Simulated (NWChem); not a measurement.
System: CH$_{3}$FOZr; SMILES [F][Zr]([CH3])=[O]

Results from NWChem. Structure relaxed at the PBE0/def2-SVP (def2 core potentials past Kr) level.

Predict the results for TPSS/STO-3G, non-relativistic. Quantities: highest occupied level (eV); orbital gap (eV); dipole (D).


```yaml
highest occupied level (eV): -2.58
orbital gap (eV): 3.19
dipole (D): 4.05
```
